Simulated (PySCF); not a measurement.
Match the calculated data to a structure.

All candidates are C5H12F2Si2.

| technique | computed result |
| --- | --- |
| Rotational structure | rotational constants A, B, C: 1.576, 0.607, 0.479 GHz [GFN2-xTB] |
| 13C NMR | chemical shifts (computed TMS as zero) by class: 170.3 (1 C), 120.0 (1 C), 84.6 (1 C), 18.0 (1 C), -9.5 (1 C) ppm [GIAO PBE0/pcSseg-1] |
| NMR, other nuclei | isotropic shieldings of nuclei other than C and H, by class: 239 (1 F), 416 (1 F), 404 (1 Si), 425 (1 Si) ppm [GIAO PBE0/pcSseg-1] |
| Dipole | 3.01 D [PBE0/pcSseg-1] |
| 1H NMR | chemical shifts (computed TMS as zero) by class: 5.27 (2 H), 4.49 (2 H), 3.95 (3 H), 2.06 (3 H), 0.07 (2 H) ppm [GIAO PBE0/pcSseg-1] |

Gas-phase values; electronic properties from PySCF, density fitting. Levels stand in brackets. Geometry: GFN2-xTB, one conformer, isolated molecule. Each NMR value is the plain mean over a class of atoms that symmetry, rotation or inversion makes alike.

Problem. Which candidate is it?
A. `C[Si@@H]1C[C@H](C(F)F)C[SiH2]1`
B. `C/C(F)=C(\CF)[SiH2]C[SiH3]`
C. `C=C(F)C[Si@](C)([SiH3])CF`

Solution. B. It is `C/C(F)=C(\CF)[SiH2]C[SiH3]`. Numbering: `[CH3:1]/[C:2]([F:3])=[C:4](\[CH2:5][F:6])[SiH2:7][CH2:8][SiH3:9]`. Its formula, C5H12F2Si2, gives 1 degree of unsaturation: 0 rings and 1 π bond in the structure found. 5 carbons fall into 5 classes; from least to most shielded: vinylic C–F carbon [C2] (170.3 ppm), fully substituted alkene carbon [C4] (120.0 ppm), sp3 C–F carbon [C5] (84.6 ppm), allylic carbon [C1] (18.0 ppm), sp3 carbon bound to silicon [C8] (-9.5 ppm). Hydrogen classes from least to most shielded: 2 H on an sp3 C–F carbon, C5 (5.27 ppm), 2 H on an SiH2 silicon, Si7 (4.49 ppm), 3 H on an SiH3 silicon, Si9 (3.95 ppm), 3 H on an allylic carbon, C1 (2.06 ppm), 2 H on an sp3 carbon bound to silicon, C8 (0.07 ppm). The other shieldings belong to: 239 ppm, vinyl fluorine [F3]; 416 ppm, alkyl fluorine [F6]; 404 ppm, SiH2 silicon [Si7]; 425 ppm, SiH3 silicon [Si9]. The optimised geometry has point group C1 and is an asymmetric top.

The others, at the same levels:
- `C=C(F)C[Si@](C)([SiH3])CF` fails: its computed 13C shifts are 176.9 (1 C), 93.7 (1 C), 82.8 (1 C), 25.3 (1 C), -3.3 (1 C) ppm, 1H shifts are 4.89 (1 H), 4.85 (1 H), 4.74 (1 H), 4.35 (1 H), 3.45 (3 H), 2.10 (1 H), 1.89 (1 H), 0.24 (3 H) ppm and rotational constant A is 1.299 GHz (against 1.576 GHz).
- `C[Si@@H]1C[C@H](C(F)F)C[SiH2]1` fails: its computed 13C shifts are 124.8 (1 C), 45.7 (1 C), 19.6 (1 C), 8.9 (1 C), -5.4 (1 C) ppm, 1H shifts are 6.20 (1 H), 4.40 (1 H), 3.91 (1 H), 3.85 (1 H), 1.59 (1 H), 1.57 (1 H), 1.20 (1 H), 0.88 (1 H), 0.52 (1 H), 0.29 (3 H) ppm and rotational constant A is 1.944 GHz (against 1.576 GHz).

Each candidate is one conformer, not necessarily the lowest. Dipoles, sizes and rotational constants follow the conformer. The torsions of the flexible species, by atom-mapped SMILES:
- `[CH3:1]/[C:2]([F:3])=[C:4](\[CH2:5][F:6])[SiH2:7][CH2:8][SiH3:9]`: C2–C4–C5–F6 146°, C2–C4–Si7–C8 -82°, C4–Si7–C8–Si9 -179°
- `[CH2:1]=[C:2]([F:3])[CH2:4][Si@:5]([CH3:6])([SiH3:7])[CH2:8][F:9]`: C1–C2–C4–Si5 107°, C2–C4–Si5–C6 79°, C4–Si5–C8–F9 71°

The conformers of `C[Si@@H]1C[C@H](C(F)F)C[SiH2]1` aren't listed.
